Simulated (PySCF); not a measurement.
CH5S, SMILES C[SH2+], charge +1. Geometry: B3LYP-D3(BJ)/def2-TZVP. The isomer is the one that the SMILES or the coordinates give; other isomers of the formula were not compared.

TDA-CAM-B3LYP/def2-TZVPD in PySCF 2.14.0 puts the lowest singlet excitations at 8.53, 8.61, 9.43, 9.87, 10.39, 10.42 eV.

Task: What are the lowest excitation roots from ADC(2)/aug-cc-pVDZ (PySCF 2.14.0)? (The exact figures need the calculation; the answer reports its results.)

Result: 9.02, 9.19, 9.78, 10.69, 11.16, 11.29 eV. S1 differs by 0.49 eV (second minus first; roots are paired by order, and the bases may differ).
